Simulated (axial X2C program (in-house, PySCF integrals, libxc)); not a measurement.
IrI: the levels of the configuration d7 s1

Computed with an in-house all-electron X2C program for linear molecules (integrals from PySCF): two-component X2C with atomic mean-field Coulomb and Gaunt terms, basis Ir dyall-v3z, I dyall-v3z (cores contracted in-house). Orbitals come from Hartree–Fock averaged over the configuration Ir d7 s1; CI then distributes these electrons over the d, s shells of Ir.

R = 2.691 Å (near the minimum of the configuration average).

Active spinors (ω > 0):

| shell | ω | ε (eV) | character |
| --- | --- | --- | --- |
| d | 3/2 | -10.40 | 99% Ir d |
| d | 1/2 | -9.81 | 89% Ir d, 6% I p, 5% Ir s |
| d | 5/2 | -9.30 | 100% Ir d |
| d | 3/2 | -8.89 | 95% Ir d, 4% I p |
| d | 1/2 | -8.77 | 86% Ir d, 10% Ir s |
| s | 1/2 | -3.96 | 53% Ir s, 31% Ir p, 9% I p |

Lowest levels of this model:

```csv
Ω,energy (cm⁻¹),g∥,μ (D),configuration
5,0,13.87,-2.56,100% d7 s1
4,376,10.93,-2.56,99% d7 s1
3,662,8.08,-2.63,98% d7 s1
2,830,5.34,-2.70,99% d7 s1
1,906,2.67,-2.73,99% d7 s1
0,927,0.00,-2.74,100% d7 s1
4,4090,10.56,-2.64,91% d7 s1 + 9% d8
0,4537,0.00,-2.82,91% d7 s1 + 8% d8
1,4641,2.64,-2.73,95% d7 s1 + 5% d8
3,4762,7.78,-2.62,99% d7 s1
2,4803,5.31,-2.60,99% d7 s1
3,7140,7.63,-2.80,86% d7 s1 + 14% d8
2,7345,3.83,-2.85,86% d7 s1 + 13% d8
4,7976,10.10,-3.76,65% d8 + 34% d7 s1
1,8094,0.43,-2.92,88% d7 s1 + 12% d8
0,8403,0.00,-2.52,98% d7 s1
0,8561,0.00,-3.73,51% d8 + 48% d7 s1
1,8738,2.51,-2.96,77% d7 s1 + 22% d8
2,9014,5.92,-2.95,86% d7 s1 + 13% d8
3,9612,7.45,-4.10,66% d8 + 34% d7 s1
0,9844,0.00,-2.94,83% d7 s1 + 17% d8
0,11134,0.00,-2.52,97% d7 s1
0,11228,0.00,-3.37,66% d7 s1 + 33% d8
0,12382,0.00,-4.01,52% d7 s1 + 46% d8
4,13600,9.78,-3.41,77% d7 s1 + 22% d8
5,19688,11.79,-2.37,100% d7 s1
6,24542,13.99,-2.72,99% d7 s1
5,24898,11.22,-2.87,99% d7 s1
```

g∥ is the magnitude of 2⟨Lz + ge Sz⟩ for the +Ω component. μ is positive if the I end is positive.

(1) From Ω and g∥ of the lowest level, whose 2⟨Lz + ge Sz⟩ is positive, find ⟨Sz⟩ and ⟨Lz⟩ (ge = 2.0023).

Occupations of the active spinors in the lowest level by ω, shell by shell in order of energy: -5/2: 0.00; -3/2: 0.96 0.04; -1/2: 0.89 0.11 0.00; 1/2: 1.00 1.00 1.00; 3/2: 1.00 1.00; 5/2: 1.00. The leading determinant has weight 0.86 among 9.

This point took 2.4 s on 1 thread of Arm Neoverse V2, on a shared host.

There is no dynamic correlation: spin–orbit spacings and, for f shells, spacings inside one term are the most reliable numbers, splittings between terms come out too wide, and energies between configurations are not reliable, so the lowest level need not be the ground state of the molecule. For d shells the ligand-field splittings (σ, π, δ) and their order can be off by a thousand cm⁻¹ or more. At most 4 roots were kept for each Ω > 0 (twice that for Ω = 0) within 3.2 eV of the lowest, so higher up levels can be missing between those listed; levels with Ω > 0 are doubly degenerate and listed once, Ω = 0 levels singly.

Results:

(1) Ω = ⟨Lz⟩ + ⟨Sz⟩ = 5 and ⟨Lz⟩ + ge⟨Sz⟩ = 6.935, so ⟨Sz⟩ = 1.93 and ⟨Lz⟩ = 3.07.
